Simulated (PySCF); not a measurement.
# LiBr: energy against distance

Set-up: Li aug-pcseg-1, Br aug-pcseg-1; no relativity (PySCF 2.14). Energies in eV from Li + Br in their ground configurations at the same level. State: ¹Σ⁺ (singlet), closed shell.

All columns are r²SCAN. A positive dipole means Li(−)Br(+).

```tsv
R (Å)	E (eV)	μ (D)	Mulliken charge on Li (basis-dependent)	HOMO (eV)	LUMO (eV)	Mayer bond order	⟨S²⟩
1.895	-3.956	-6.10	0.49	-6.38	-1.05	0.85	0.00
1.983	-4.240	-6.44	0.56	-6.23	-1.08	0.76	0.00
2.071	-4.402	-6.79	0.62	-6.09	-1.12	0.67	0.00
2.137	-4.464	-7.07	0.66	-5.99	-1.16	0.61	0.00
2.203	-4.485	-7.34	0.69	-5.89	-1.20	0.56	0.00
2.269	-4.475	-7.62	0.72	-5.80	-1.24	0.51	0.00
2.357	-4.424	-8.00	0.75	-5.68	-1.30	0.46	0.00
2.467	-4.317	-8.49	0.78	-5.53	-1.38	0.41	0.00
2.599	-4.148	-9.08	0.80	-5.38	-1.48	0.37	0.00
2.776	-3.885	-9.89	0.82	-5.18	-1.63	0.34	0.00
```

A fit through these points gives, at Re = 2.213 Å, μ = -7.38 D and dμ/dR = -4.21 D/Å; the reduced mass is 6.443 u.

**Question.** How strong is the fundamental in the double-harmonic approximation, I = 42.26·(dμ/dR)²/μred km/mol?

**Answer.** I = 42.26·(-4.21)²/6.443 = 116 km/mol at r²SCAN.
